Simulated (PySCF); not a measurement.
H₃O₃Sb. Atoms are numbered in the order given.

```xyz
7

Sb    -0.0002     0.0200     0.3816
O      1.5163    -0.9465    -0.4417
H      1.5620    -0.7928    -1.3954
O     -1.4352    -0.6972    -0.7987
H     -1.6138    -1.6365    -0.6708
O     -0.0020     1.6378    -0.7454
H     -0.5702     1.4556    -1.5090
```

Geometry: PBE0-D3(BJ)/def2-SVP. The def2 effective core potentials stand for the cores of Sb; spin–orbit coupling is left out. Other conformers were not sampled.

Computed with PBE0-D3(BJ)/def2-SVP (PySCF).

Frequencies are harmonic and unscaled.

Computed vibrational spectrum:
| mode | ν (cm⁻¹) | IR (km/mol) | moving atoms (share of kinetic energy) |
|---|---|---|---|
| 1 | 89 | 101.7 | H 73 %, O 25 % |
| 2 | 134 | 32.7 | H 52 %, O 46 % |
| 3 | 202 | 8.3 | O 74 %, H 20 % |
| 4 | 228 | 43.4 | O 72 %, Sb 16 %, H 12 % |
| 5 | 328 | 124.7 | H 62 %, O 36 % |
| 6 | 368 | 88.6 | H 91 %, O 9 % |
| 7 | 610 | 103.1 | O 86 %, Sb 12 % |
| 8 | 626 | 118.2 | O 85 %, Sb 13 % |
| 9 | 643 | 57.2 | O 88 %, Sb 11 % |
| 10 | 821 | 98.1 | H 92 % |
| 11 | 836 | 41.4 | H 91 %, O 8 % |
| 12 | 900 | 47.5 | H 89 %, O 9 % |
| 13 | 3826 | 75.2 | H 94 % |
| 14 | 3854 | 68.1 | H 94 % |
| 15 | 3888 | 77.3 | H 94 % |
